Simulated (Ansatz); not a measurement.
C5H6, SMILES `C1=CCC=C1` (charge 0, multiplicity 1).

Method: Ansatz (a first-principles code) with PBE0/cc-pVTZ // B3LYP-D3(BJ)/def2-TZVP.

Ansatz 0.2 input:
```yaml
crystal:
  periodic: [false, false, false]
  atoms:
    - { symbol: C, position_ang: [0.510698, 1.09221, 0.496622] }
    - { symbol: C, position_ang: [-0.775304, 0.89023, 0.163484] }
    - { symbol: C, position_ang: [-0.9309, -0.504045, -0.369974] }
    - { symbol: C, position_ang: [0.460646, -1.060605, -0.288541] }
    - { symbol: C, position_ang: [1.280262, -0.122478, 0.21517] }
    - { symbol: H, position_ang: [0.929716, 1.999531, 0.908117] }
    - { symbol: H, position_ang: [-1.587522, 1.595785, 0.253009] }
    - { symbol: H, position_ang: [-1.642836, -1.092179, 0.221659] }
    - { symbol: H, position_ang: [-1.315003, -0.509375, -1.397212] }
    - { symbol: H, position_ang: [0.729004, -2.060638, -0.594215] }
    - { symbol: H, position_ang: [2.341243, -0.228438, 0.391881] }
basis:
  gaussian: { orbitals: cc-pVTZ }
hamiltonian:
  xc: pbe0
```

Output:

```
Functional definition: PBE0
1225 factors; their error is unknown
mean field evaluation 1: about -5268.9123 eV, gradient 5.8e1 eV
mean field evaluation 2: about -5264.9260 eV, gradient 7.1e1 eV
mean field evaluation 4: about -5277.0795 eV, gradient 1.4e0 eV
mean field evaluation 8: about -5277.0847 eV, gradient 2.4e-2 eV
mean field evaluation 16: about -5277.0847 eV, gradient 1.5e-5 eV
mean field -5277.08465865 eV, -193.9292842688 hartree, gradient 1.5e-5 eV, S^2 0.000000; 0 other end points of the search recorded, 0 dependent functions left out
reference -5277.08468445 eV, -193.9292852170 hartree; 18, 18 occupied and 216, 216 virtual orbitals, 1225 factors
Total energy: -5277.08468445 eV, -193.9292852170 hartree
```
